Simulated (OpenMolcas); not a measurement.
# A ladder of methods for SiHCl2F (SMILES F[SiH](Cl)Cl)

SiHCl2F has 5 atoms, charge 0, and is taken as a singlet. As SMILES, `F[SiH](Cl)Cl`. Geometry: relaxed at PBE0-D4/def2-TZVP.

Quantity: the HOMO–LUMO gap, in eV. The values are calculated.

| level | kind | program | value (eV) | CPU time |
| --- | --- | --- | --- | --- |
| HF/def2-SVPD | Hartree–Fock | OpenMolcas | 15.30 | 23 s |
| SVWN5/def2-SVPD | LDA | OpenMolcas | 7.28 | 45 s |
| PBE/def2-SVPD | GGA | OpenMolcas | 7.37 | 38 s |
| M06-L/def2-SVPD | meta-GGA | OpenMolcas | 8.16 | 57 s |
| TPSS/def2-SVPD | meta-GGA | OpenMolcas | 7.74 | 42 s |
| r2SCAN/def2-SVPD | meta-GGA | OpenMolcas | 8.23 | 40 s |
| BHLYP/def2-SVPD | global hybrid | OpenMolcas | 11.81 | 66 s |
| PBE0/def2-SVPD | global hybrid | OpenMolcas | 9.71 | 53 s |

The values span 7.28 to 15.30 eV. Orbital gaps aren't excitation energies; they tend to grow with the share of exact exchange. Times are those of the runs behind each value, whatever else they computed, on shared processors of several kinds: orders of magnitude only.
